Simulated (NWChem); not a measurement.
BeHOBr; SMILES [OH][Be][Br]

```xyz
4

Be     0.0014     1.1598     0.0000
Br     0.0050    -0.8114     0.0000
O      0.0554     2.5658     0.0000
H     -0.6232     3.2323     0.0000
```
Atoms are numbered in this order, from 1.

All runs use the structure optimised with PBE0-D3(BJ)/def2-TZVP.

Symmetry labels are those of Cs in the frame above (b1 and b2, or b-type labels, depend on it).

**Question.** List the 4 lowest vertical singlet excitations and the 4 lowest triplet ones from CAM-B3LYP/def2-SVP, TDA (NWChem).

**Answer.** 
| state | energy (eV) | oscillator strength | symmetry | leading excitation (squared amplitude) |
|---|---|---|---|---|
| S1 | 6.96 | 0.023 | a" | HOMO → LUMO (0.95) |
| S2 | 7.08 | 0.049 | a' | HOMO−1 → LUMO (0.96) |
| S3 | 7.63 | 0.002 | a" | HOMO → LUMO+1 (0.97) |
| S4 | 7.88 | 0.005 | a' | HOMO−1 → LUMO+1 (0.61) |
| T1 | 6.69 | spin-forbidden | a" | HOMO → LUMO (0.93) |
| T2 | 6.78 | spin-forbidden | a' | HOMO−1 → LUMO (0.94) |
| T3 | 7.36 | spin-forbidden | a' | HOMO−1 → LUMO+1 (0.88) |
| T4 | 7.46 | spin-forbidden | a" | HOMO → LUMO+1 (0.93) |
